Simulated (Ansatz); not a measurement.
A run for Ansatz (an electronic-structure program): R-SVWN5/def2-TZVPPD on GeH4O (SMILES [OH][GeH3]) with ghost functions. Files ending in .json are basis or fitting sets from the Basis Set Exchange.

Ansatz 0.2 input:
```yaml
crystal:
  periodic: [false, false, false]
  atoms:
    - {symbol: O, position_ang: [-0.36249088, 0.71426461, 0.57519460]}
    - {symbol: Ge, position_ang: [0.51478460, -0.70741770, -0.03530719]}
    - {symbol: H, position_ang: [-0.46111203, 0.69065594, 1.54997456]}
    - {symbol: H, position_ang: [1.93723128, -0.77697419, 0.56828375]}
    - {symbol: H, position_ang: [0.58413740, -0.52577606, -1.55836036]}
    - {symbol: H, position_ang: [-0.23738852, -2.01144589, 0.32022259]}
basis:
  gaussian:
    orbitals: def2-TZVPPD.json
    ghost_atoms:
      - {symbol: N, position_ang: [-0.66815079, 0.66360924, 3.44828696]}
      - {symbol: H, position_ang: [-1.64523583, 0.83346544, 3.65900531]}
      - {symbol: H, position_ang: [-0.39788891, -0.19490788, 3.91491591]}
      - {symbol: H, position_ang: [-0.12908555, 1.41890923, 3.85653132]}
hamiltonian:
  xc: {name: SVWN5}
scf: {lower_state_search: off}
```

The head of its log:

```
WARN ansatz: RAYON_NUM_THREADS=1 ignored (pool sized by the plan → 1); use --threads N
Functional definition: SVWN5
these checks for a lower state are left out or cut short: stability, starts, cluster_reference, orbital_swaps, neighbouring_geometries, increment
integrals: 0.16 GiB planned
1126 factors; their error is unknown
mean field: 1.14 GiB planned
mean field evaluation 1: about -58523.7144 eV, gradient 6.8e1 eV
mean field evaluation 2: about -58469.4198 eV, gradient 1.7e2 eV
```

**Question.** What total energy does the run end on?

**Answer.** -2150.9555 hartree.
